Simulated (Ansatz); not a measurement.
CH6AlGaOSi, SMILES `C[SiH2][Al]1[O][GaH]1`, 11 atoms. Charge 0, multiplicity 1. Correlated methods include outer-core shells of Ga, which these sets cover unevenly. Scalar relativity is left out up to krypton. All runs use 4 threads of an Intel Xeon Platinum 8488C on a shared host. Correlated methods freeze the cores.

**Question.** How many basis functions does each run have, and how long does it take in Ansatz? RKS CAM-B3LYP-D4/def2-TZVPP energy; direct RPA on PBE orbitals/def2-TZVPP energy; RKS PBE0-D4/def2-TZVP relaxation (14 steps); RKS PBE0-D4/def2-TZVP frequencies; RKS SPW92 (LDA)/def2-TZVPP energy; RKS ωB97M-V/def2-QZVPP energy; RHF-CCSD(T)/def2-TZVPP energy; RKS PBE-QIDH (frozen core)/def2-TZVPP energy; RKS ωB97M-V/def2-SVP energy; RHF-CCSD(T)/def2-SVP energy; RHF-MP2/def2-QZVPP energy; RKS PBE0-D4/def2-SVP energy. (Estimate.)

**Answer.** The calculation gave: Other jobs shared the machine, so times are rough.

```csv
level,job,functions,wall time,peak host memory (GiB)
RKS PBE0-D4/def2-SVP,energy,126,1.6 s,0.31
RKS SPW92 (LDA)/def2-TZVPP,energy,278,1.8 s,0.42
RKS ωB97M-V/def2-SVP,energy,126,5.5 s,0.47
RKS CAM-B3LYP-D4/def2-TZVPP,energy,278,5.5 s,1
RKS PBE-QIDH (frozen core)/def2-TZVPP,energy,278,8 s,0.81
RHF-CCSD(T)/def2-SVP,energy,126,8 s,0.68
direct RPA on PBE orbitals/def2-TZVPP,energy,278,9 s,0.75
RKS ωB97M-V/def2-QZVPP,energy,523,26 s,3
RHF-MP2/def2-QZVPP,energy,523,37 s,3.5
RKS PBE0-D4/def2-TZVP,relaxation (14 steps),220,66 s,0.75
RHF-CCSD(T)/def2-TZVPP,energy,278,3 min,7.2
RKS PBE0-D4/def2-TZVP,frequencies,220,3.3 min,0.73
```
